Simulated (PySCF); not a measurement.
S⁺ (sulfur, charge +1) across methods

[Ne] 3s1 3p4, high-spin 4P determinant (an excited configuration). All numbers are calculated (PySCF 2.14, the spin-free X2C one-electron Hamiltonian (Gaussian nucleus), in aug-cc-pCVTZ-DK with one added diffuse shell each of s, p, d, f type (9s8p6d4f, 91 functions)).

```tsv
method	E (hartree)	mean ε 3s α (eV)	mean ε 3p α (eV)	mean ε 3p β (eV)	Σ⟨r²⟩ (bohr²)	⟨S²⟩
CAM-B3LYP	-398.4515	-33.811	-21.442	-18.195	21.51	3.753
UHF	-397.86543	-39.760	-24.376	-18.292	21.76	3.762
PBE0	-398.3062	-32.337	-20.164	-16.730	21.42	3.754
B97-3	-398.3841	-32.306	-20.033	-16.706	21.38	3.754
BP86	-398.4909	-29.686	-18.587	-15.907	21.40	3.753
PW91	-398.4386	-29.693	-18.603	-15.781	21.43	3.753
r2SCAN	-398.4308	-30.845	-19.124	-15.755	21.42	3.756
LDA	-397.0454	-29.526	-18.535	-15.682	21.51	3.753
```

Task: Estimate the same row for PBE.

Result: E (hartree) = -398.2790; mean ε 3s α (eV) = -29.647; mean ε 3p α (eV) = -18.553; mean ε 3p β (eV) = -15.734; Σ⟨r²⟩ (bohr²) = 21.44; ⟨S²⟩ = 3.753.
